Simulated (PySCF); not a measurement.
C₂H₅Be, SMILES [Be][CH2]C, multiplicity 2. Geometry optimised at r2SCAN-D4/def2-TZVP. The spin state was assumed, not searched. The isomer is the one that the SMILES or the coordinates give; other isomers of the formula were not compared.

Computed equilibrium geometry at r2SCAN-D4/def2-TZVP (PySCF confirms it by a frequency run) as bond lengths and angles, and its point group:
point group Cs.
Atoms: Be1 C2 C3 H4 H5 H6 H7 H8. Bond lengths (Å): Be1–C2 1.698, C2–C3 1.539, C2–H4 1.100, C2–H5 1.100, C3–H6 1.093, C3–H7 1.093, C3–H8 1.095. Angles (°): Be1–C2–C3 116.6, Be1–C2–H4 107.7, Be1–C2–H5 107.7, C3–C2–H4 109.7, C3–C2–H5 109.7, H4–C2–H5 104.8, C2–C3–H6 111.7, C2–C3–H7 111.7, C2–C3–H8 111.9, H6–C3–H7 107.0, H6–C3–H8 107.2, H7–C3–H8 107.2.
Charge 0, spin multiplicity 2.
